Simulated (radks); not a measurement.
Radial electron density D(r) = 4 pi r^2 rho(r) of an atom or ion with 44 electrons. Method: scalar-relativistic Kohn-Sham, PBE, spin-unpolarised, spherical densities, point nucleus; computed with a radial shooting solver on a logarithmic mesh with Libxc functionals.

| r (bohr) | D(r) (e/bohr) |
|---|---|
| 0.002114 | 4.902 |
| 0.002797 | 7.754 |
| 0.003701 | 12.01 |
| 0.004897 | 18.09 |
| 0.006479 | 26.25 |
| 0.008573 | 36.30 |
| 0.01134 | 47.14 |
| 0.01501 | 56.46 |
| 0.01986 | 61.31 |
| 0.02628 | 59.95 |
| 0.03477 | 54.91 |
| 0.046 | 53.64 |
| 0.06086 | 62.30 |
| 0.08053 | 75.18 |
| 0.1066 | 76.16 |
| 0.141 | 61.73 |
| 0.1865 | 53.14 |
| 0.2468 | 60.83 |
| 0.3266 | 58.70 |
| 0.4356 | 34.22 |
| 0.5763 | 17.81 |
| 0.7625 | 18.18 |
| 1.009 | 15.95 |
| 1.335 | 8.066 |
| 1.766 | 3.133 |
| 2.337 | 1.435 |
| 3.092 | 0.5010 |
| 4.091 | 0.07612 |
| 5.413 | 0.003480 |

What is the nuclear charge?

Answer. Z = 48. The innermost maximum, from 1s, lies near gamma/Z bohr with gamma = sqrt(1 - (Z/c)^2) = 0.937, here 0.0195 bohr (found: 0.0213), and its height grows with Z. The density is that of the cadmium ion Cd4+ in [Ar] 3d10 4p6 4d8 5p2; the configuration itself is not fixed sharply by these data, and Z only to a few units. D(r) has 4 maxima, at r = 0.0213, 0.0945, 0.281, 0.819 bohr, and minima at 0.0421, 0.184, 0.634 bohr, inside which lie 2.01, 11.20, 29.15 electrons.
